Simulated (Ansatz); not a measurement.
`C[S][SnH2][CH3]` + HCl → `C[S][SnH2][Cl]` + CH₄ at 298.15 K and 1 bar (ligand exchange at the Sn–C bond).

Calculated with Ansatz (gas phase, PBE0-D4/def2-TZVP geometries, no zero-point term in ΔE). CCSD(T)/CBS is the MP2 limit (def2-TZVPP, def2-QZVPP) plus CCSD(T) − MP2 in def2-TZVPP, frozen cores. This one scheme is used for every species. Elements past krypton have def2 core potentials. For Sn outer-core shells are correlated without core-valence functions, which leaves a few kJ/mol of doubt a bond. Each species was taken in one conformer, which may not be the lowest.

| species | CCSD(T)/CBS energy (Eh) | H − E (kJ/mol) | S (J/(mol·K)) |
| --- | --- | --- | --- |
| `C[S][SnH2][CH3]` | -692.73453 | 256.6 | 385.0 |
| HCl | -460.38127 | 26.6 | 186.8 |
| `C[S][SnH2][Cl]` | -1112.69775 | 163.6 | 372.2 |
| CH₄ | -40.46206 | 127.4 | 186.2 |

H − E and S are ideal-gas, rigid-rotor, harmonic terms from PBE0-D4/def2-TZVP, for one conformer and one mirror image of each species. 1 Eh = 2625.50 kJ/mol, R = 8.31446 J/(mol·K).

Question: By hand: ΔE, ΔH, ΔS and ΔG.

Answer: ΔE = (-1112.69775) + (-40.46206) − (-692.73453) − (-460.38127) = -0.04401 Eh = -115.5 kJ/mol. Δ(H − E) = 163.6 + 127.4 − 256.6 − 26.6 = 7.8, so ΔH = -107.7 kJ/mol. ΔS = 372.2 + 186.2 − 385.0 − 186.8 = -13.4 J/(mol·K). ΔG = -107.7 − 298.15 × (-13.4)/1000 = -103.7 kJ/mol.

Question: By hand: the equilibrium constant, and the temperature at which ΔG would vanish if ΔH and ΔS stayed fixed.

Answer: log₁₀ K = −ΔG/(RT ln 10) = 18.2. ΔG = 0 at ΔH/ΔS = 8037 K, far beyond where these terms or the molecules hold.

The number of gas molecules stays the same, so ΔS is small and ΔH decides. A doubt of 5 kJ/mol in ΔE shifts log₁₀ K by 0.9 here. Other conformers and mirror images would add mixing entropy, several J/(mol·K) or more a flexible species. Modes under 60 cm⁻¹, often nearly free rotors, make the harmonic entropy too high. These are equilibria of isolated gas molecules and say nothing of rates. Largest T1 diagnostic: 0.012 (customary marks: 0.02 for closed shells, 0.045 for open ones).
